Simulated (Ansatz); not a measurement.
Calculated with Ansatz (gas phase, PBE0-D4/def2-TZVP geometries, no zero-point term in ΔE). CCSD(T)/CBS is the MP2 limit (def2-TZVPP, def2-QZVPP) plus CCSD(T) − MP2 in def2-TZVPP, frozen cores. This one scheme is used for every species. DFT in def2-TZVPP. For Ge outer-core shells are correlated without core-valence functions, which leaves a few kJ/mol of doubt a bond. Scalar relativity is left out up to krypton.

`[Cl][GeH]([Cl])[GeH3]` + HCl → `[Cl][GeH3]` + `[Cl][GeH2][Cl]`  (cleavage of the Ge–Ge bond)

CCSD(T)/CBS gives -30.8 kJ/mol.

Question: Another level gave -39.4 kJ/mol. Which?
A. SCS-MP2/def2-TZVPP
B. revPBE-D4/def2-TZVPP
C. B97M-V/def2-TZVPP
D. CCSD(T)/def2-TZVPP

Answer: A. SCS-MP2/def2-TZVPP -39.4, CCSD(T)/def2-TZVPP -32.4, revPBE-D4 -25.9, B97M-V -44.3 kJ/mol.

Question: What do rigid-rotor, harmonic-oscillator terms from PBE0-D4/def2-TZVP frequencies (298.15 K, 1 bar) make of the CCSD(T)/CBS value? (An estimate is asked.)

Answer: Computed: ΔZPE = +5.6 kJ/mol, ΔH = -30.4 kJ/mol, ΔS = -6 J/(mol·K), ΔG = -28.7 kJ/mol.

Largest T1 diagnostic among the species: 0.011.

In def2-TZVPP, CCSD(T) changes the Hartree–Fock value by +28.7 kJ/mol (the triples alone add +2.4 kJ/mol) and MP2 by +27.0 kJ/mol. From BLYP to BHLYP (50 % exact exchange), in def2-TZVPP and without D4, ΔE moves by −11.3 kJ/mol. The D4 term adds +6.8 kJ/mol with B3LYP and +4.0 kJ/mol with PBE0; it sums over pairs of atoms, weighted by their polarisabilities, and B3LYP, whose exchange is more repulsive, gets the larger term.

B3LYP here is the variant with VWN-RPA as its local correlation; programs differ in this.
